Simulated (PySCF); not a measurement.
Run record: geometry optimisation, `C=C=CCBF`.

Method: PBE0-D3(BJ)/def2-SVP geometry optimisation, gas phase (PySCF 2.14.0). Start geometry: GFN2-xTB. A driver script takes a list of jobs; this job's settings line and coordinates (Å) are shown.

Command:
```bash
OMP_NUM_THREADS=1 python probes_run.py task.json out
```

Input:
```
{"job": {"xc": "PBE0", "basis": "def2-SVP", "d3": "d3bj", "grid": 1, "shake": 0.01, "kind": "geom"}, "charge": 0, "multiplicity": 1}
C     -2.560980     0.120780     0.592080
C     -1.437590     0.063600    -0.004950
C     -0.295220    -0.024270    -0.589870
C      0.996450    -0.555130     0.081980
B      2.174840     0.443100     0.144600
F      3.190220     0.149500     0.932380
H     -2.868360     1.021660     1.141590
H     -3.284800    -0.651460     0.538420
H     -0.156830     0.318760    -1.583940
H      1.301920    -1.437750    -0.468100
H      0.703670    -0.930060     1.091910
H      2.276360     1.453010    -0.443830
```

**Question.** Give the output.

**Answer.** 
```
step   0  E = -280.18292665  max force = 0.047811
step   1  E = -280.19075157  max force = 0.005752
step   2  E = -280.19090967  max force = 0.002184
step   3  E = -280.19093542  max force = 0.002692
step   4  E = -280.19098201  max force = 0.000423
step   5  E = -280.19098311  max force = 0.000479
step   6  E = -280.19098854  max force = 0.000170
optimisation converged
```

Energies in Eh; «max force» is the largest Cartesian gradient component in Eh/bohr.

**Question.** How much energy does the optimisation release, in eV?

**Answer.** E(step 0) − E(last step) = 0.008062 Eh, which is 0.219 eV.

Summary of the converged run: final energy -280.19099 Eh after 6 steps; dipole 0.80 D.

Time: 30 s of wall time; peak memory 0.46 GiB. Hardware: an Arm Neoverse V1 with one thread, no GPU, shared host.
Labels such as C1 count atoms from 1, the log's own numbers from 0.
